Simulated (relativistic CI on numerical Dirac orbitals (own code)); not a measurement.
## Hyperfine structure of Sn XVI, mass number 119

Method of calculation: Dirac-Coulomb-Breit CI, separate exchange-only KLI orbitals for each configuration, model QED (radiative potential, 1s self-energy scaled to tabulated hydrogen-like ionisation energies), unscaled Slater integrals (own radial code, finite nucleus).

CI space (outside the closed core [Ar] 3d10): 4s2 4p5, 4s 4p6, 4s2 4p4 4d, 4s 4p5 4d, 4s2 4p4 4f, 4s 4p5 4f, 4p6 4d, 4s 4p4 4d2, 4s2 4p4 5s, 4s2 4p3 4d 4f, 4s2 4p4 5p, 4p5 4d2, 4p4 4d3, 4p4 4d2 4f, 4p4 4d2 5s. Double excitations out of closed p, d and f shells are left out; levels of such configurations are missing from the list, as are those of other unlisted configurations, and high levels can miss mixing partners. These lack a partner that the ground configuration has and come out too high: 4s2 4p4 5p.

Nuclear spin I = 1/2, μ = -1.0459 μN (tables of Stone and Pyykkö). The electronic factors are computed for point nuclear moments, without core polarisation or the Bohr-Weisskopf and QED corrections.

| Level | E (eV) | A (GHz) |
| --- | --- | --- |
| 4s2 4p5 2P°_3/2 | 0.0000 | -19.97 |
| 4s2 4p5 2P°_1/2 | 9.6843 | -122.4 |
| 4s 4p6 2S_1/2 | 50.1657 | -346.9 |
| 4s2 4p4 4d 4D_3/2 | 64.7404 | -17.33 |
| 4s2 4p4 4d 4D_5/2 | 64.7869 | -13.2 |
| 4s2 4p4 4d 4D_7/2 | 65.7220 | -10.04 |
| 4s2 4p4 4d 4F_9/2 | 68.3119 | -10.68 |
| 4s2 4p4 4d 4P_1/2 | 71.1518 | -28.7 |

Levels with J = 0, under 50 % of one LS term, or S terms without an open s electron are left out. Small factors come from cancelling terms and can be off by tens of per cent or more.

At this charge energies of transitions that change n are usually good to better than 1 %, and those within a shell (Δn = 0) to a few per cent.

Give the hyperfine levels of 4s2 4p5 2P°_1/2 relative to its centre of gravity.

With K = F(F + 1) − I(I + 1) − J(J + 1), E = AK/2: F = 0: 91.77, F = 1: -30.59 GHz.

LS names give the leading component of a level, which can be under half, so a name can repeat, a term be missing and a line seem to break the LS rules.
